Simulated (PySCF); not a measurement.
silicon atom (Si), triplet; CCSD(T)/cc-pVDZ (PySCF).

PySCF was given this input:
```python
from pyscf import gto, scf, cc

mol = gto.M(
    atom='''
Si    0.000000    0.000000    0.000000
''',
    basis='cc-pvdz',
    charge=0,
    spin=2,
    verbose=4,
)

mf = scf.UHF(mol)
mf.kernel()

mycc = cc.CCSD(mf, frozen=5)
mycc.kernel()
et = mycc.ccsd_t()
print('E(CCSD(T)) = %.10f' % (mycc.e_tot + et))
```

Question: Predict the main parts of the log of this PySCF run.

Answer: 
```
PySCF version 2.14.0

[INPUT] verbose = 4
[INPUT] num. atoms = 1
[INPUT] num. electrons = 14
[INPUT] charge = 0
[INPUT] spin (= nelec alpha-beta = 2S) = 2
[INPUT] symmetry False subgroup None
[INPUT] Mole.unit = angstrom
[INPUT] Symbol           X                Y                Z      unit          X                Y                Z       unit  Magmom
[INPUT]  1 Si     0.000000000000   0.000000000000   0.000000000000 AA    0.000000000000   0.000000000000   0.000000000000 Bohr   0.0

nuclear repulsion = 0
number of shells = 5
number of NR pGTOs = 41
number of NR cGTOs = 18
basis = cc-pvdz
ecp = {}

******** <class 'pyscf.scf.uhf.UHF'> ********
method = UHF
initial guess = minao
damping factor = 0
level_shift factor = 0
DIIS = <class 'pyscf.scf.diis.CDIIS'>
diis_start_cycle = 1
diis_space = 8
diis_damp = 0
SCF conv_tol = 1e-09
SCF conv_tol_grad = None
SCF max_cycles = 50
direct_scf = True
direct_scf_tol = 1e-13
number electrons alpha = 8  beta = 6
Set gradient conv threshold to 3.16228e-05
init E= -288.594779491576

cycle= 1 E= -288.83585589005  delta_E= -0.241  |g|= 0.092  |ddm|=  0.8
cycle= 2 E= -288.848492555343  delta_E= -0.0126  |g|= 0.03  |ddm|= 0.214
cycle= 3 E= -288.849936173964  delta_E= -0.00144  |g|= 0.00855  |ddm|= 0.0709
cycle= 4 E= -288.850071798213  delta_E= -0.000136  |g|= 0.00158  |ddm|= 0.0289
cycle= 5 E= -288.85007640767  delta_E= -4.61e-06  |g|= 0.000292  |ddm|= 0.00715
cycle= 6 E= -288.85007656466  delta_E= -1.57e-07  |g|= 3.38e-05  |ddm|= 0.00151
cycle= 7 E= -288.850076566657  delta_E= -2e-09  |g|= 5.1e-06  |ddm|= 0.000136
cycle= 8 E= -288.850076566701  delta_E= -4.38e-11  |g|= 2.54e-07  |ddm|= 1.91e-05
Extra cycle  E= -288.850076566701  delta_E=    0  |g|= 7.54e-08  |ddm|= 5.09e-07
converged SCF energy = -288.850076566701  <S^2> = 2.0109501  2S+1 = 3.0072912

******** <class 'pyscf.cc.uccsd.UCCSD'> ********
CC2 = 0
CCSD nocc = (np.int64(3), np.int64(1)), nmo = (13, 13)
frozen orbitals 5
max_cycle = 50
direct = 0
conv_tol = 1e-07
conv_tol_normt = 1e-06
diis_space = 6
diis_start_cycle = 0
diis_start_energy_diff = 1e+09
Init t2, MP2 energy = -0.0449368097726073
Init E_corr(UCCSD) = -0.0449368097726133
cycle = 1  E_corr(UCCSD) = -0.0578852723178867  dE = -0.0129484625  norm(t1,t2) = 0.0556168
cycle = 2  E_corr(UCCSD) = -0.0617370707840973  dE = -0.00385179847  norm(t1,t2) = 0.0214278
cycle = 3  E_corr(UCCSD) = -0.0640035307329211  dE = -0.00226645995  norm(t1,t2) = 0.009855
cycle = 4  E_corr(UCCSD) = -0.06399664332303  dE = 6.88740989e-06  norm(t1,t2) = 0.00191408
cycle = 5  E_corr(UCCSD) = -0.0640206695857967  dE = -2.40262628e-05  norm(t1,t2) = 0.000314643
cycle = 6  E_corr(UCCSD) = -0.0640124967894845  dE = 8.17279631e-06  norm(t1,t2) = 4.48489e-05
cycle = 7  E_corr(UCCSD) = -0.0640158660475162  dE = -3.36925803e-06  norm(t1,t2) = 1.06093e-05
cycle = 8  E_corr(UCCSD) = -0.0640151240624781  dE = 7.41985038e-07  norm(t1,t2) = 2.76765e-06
cycle = 9  E_corr(UCCSD) = -0.0640151229420134  dE = 1.12046468e-09  norm(t1,t2) = 3.04063e-07
UCCSD converged
E(UCCSD) = -288.9140916896426  E_corr = -0.06401512294201345
UCCSD(T) correction = -0.00099746379546889
E(CCSD(T)) = -288.9150891534
```
